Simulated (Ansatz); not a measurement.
CH₄O₃W, SMILES `[CH3][W](=[O])(=[O])[OH]`, 9 atoms. Total charge 0; spin multiplicity 1. Correlated methods include outer-core shells of W, which these sets cover unevenly. W takes the def2 core potential. All runs use 4 threads of an Arm Neoverse V2 on a shared host. Correlated methods freeze the cores.

Give the basis size and wall time and peak host memory of each of these runs in Ansatz. RHF-CCSD(T)/def2-SVP energy; direct RPA on PBE orbitals/def2-TZVPP energy; RKS PBE0-D4/def2-TZVP frequencies; RKS r2SCAN0-D4/def2-TZVPP energy; RHF-MP2/def2-QZVPP energy; RKS ωB97M-V/def2-QZVPP energy; RKS PBE0-D4/def2-TZVP relaxation (24 steps); RKS PBE-QIDH (frozen core)/def2-TZVPP energy; RKS ωB97M-V/def2-SVP energy; RKS PBE0-D4/def2-QZVPP energy; RHF-CCSD(T)/def2-TZVPP energy; RKS revPBE-D4/def2-TZVPP energy. (Estimate.)

The calculation gave: Other jobs shared the machine, so times are rough.

| level | job | functions | wall time | peak host memory (GiB) |
| --- | --- | --- | --- | --- |
| RKS revPBE-D4/def2-TZVPP | energy | 236 | 1.8 s | 0.28 |
| RKS r2SCAN0-D4/def2-TZVPP | energy | 236 | 3.9 s | 0.56 |
| RKS ωB97M-V/def2-SVP | energy | 108 | 4.2 s | 0.47 |
| RKS PBE-QIDH (frozen core)/def2-TZVPP | energy | 236 | 4.6 s | 0.61 |
| RKS PBE0-D4/def2-QZVPP | energy | 429 | 5 s | 1.3 |
| direct RPA on PBE orbitals/def2-TZVPP | energy | 236 | 5 s | 0.62 |
| RHF-CCSD(T)/def2-SVP | energy | 108 | 9 s | 0.65 |
| RHF-MP2/def2-QZVPP | energy | 429 | 13 s | 2.2 |
| RKS ωB97M-V/def2-QZVPP | energy | 429 | 14 s | 1.6 |
| RKS PBE0-D4/def2-TZVP | relaxation (24 steps) | 188 | 58 s | 0.47 |
| RKS PBE0-D4/def2-TZVP | frequencies | 188 | 96 s | 0.47 |
| RHF-CCSD(T)/def2-TZVPP | energy | 236 | 3.3 min | 5.3 |
